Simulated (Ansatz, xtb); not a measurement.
**Two conformers of Al2H2OSe**

We compare I, `[Al][O][AlH][SeH]`, a singlet, with II, `[Al][O][AlH][SeH]`, a singlet. Both are isolated molecules in the gas phase, relaxed with B3LYP-D3(BJ)/6-311G**.

I (Å):

```xyz
6

Al   -2.4229   -0.0312    1.2080
Al   -2.2112    3.2685    0.3210
O    -2.3152    1.6126    0.7736
Se   -3.2175   -1.5835   -0.3368
H    -3.4194   -0.5485   -1.3648
H    -2.0022   -0.5537    2.6287
```

II (Å):

```xyz
6

Al   -4.3009    0.3943   -1.0454
Al   -0.9770    0.7312   -1.7837
O    -2.6278    0.5220   -1.4236
Se   -0.1448    2.9015   -1.6481
H    -0.0447   -0.4676   -2.1892
H     1.2082    2.4669   -2.0369
```

Problem. Which of the two would you expect CCSD(T)/def2-TZVP electronic energies to favour?

Solution. Too close to call at this level: CCSD(T)/def2-TZVP gives E(II) − E(I) = −1.10 kJ/mol.

Level by level:

```json
{"level": "B3LYP-D3(BJ)/6-311G**", "geometry": "B3LYP-D3(BJ)/6-311G**", "E(II) − E(I) (kJ/mol)": "−0.61", "departure from the last row (kJ/mol)": "+0.49", "job, with rough time for the two": "optimisation, 26 s"}
{"level": "HF/def2-TZVP", "geometry": "B3LYP-D3(BJ)/6-311G**", "E(II) − E(I) (kJ/mol)": "−1.44", "departure from the last row (kJ/mol)": "−0.34", "job, with rough time for the two": "part of the CCSD(T) run"}
{"level": "MP2/def2-TZVP", "geometry": "B3LYP-D3(BJ)/6-311G**", "E(II) − E(I) (kJ/mol)": "−1.16", "departure from the last row (kJ/mol)": "−0.06", "job, with rough time for the two": "part of the CCSD(T) run"}
{"level": "CCSD(T)/def2-TZVP", "geometry": "B3LYP-D3(BJ)/6-311G**", "E(II) − E(I) (kJ/mol)": "−1.10", "departure from the last row (kJ/mol)": "", "job, with rough time for the two": "single point, 70 s"}
```

The largest departure from CCSD(T)/def2-TZVP is that of B3LYP-D3(BJ)/6-311G**, 0.49 kJ/mol. Levels run at GFN2-xTB geometries aren't shown.

With harmonic frequencies from B3LYP-D3(BJ)/6-311G** (ideal gas, rigid rotor, one conformer each, 600 K, 1 atm): on the last row, ΔE + ΔZPE = −0.97, ΔH = −1.09, ΔG = −0.95 kJ/mol.

The correlated steps freeze 20 core orbitals; the filled d shell of Se is correlated, in a basis made for valence electrons. Run with Ansatz 0.2.0; the last row on 2 threads of Arm Neoverse V2 on a shared host.
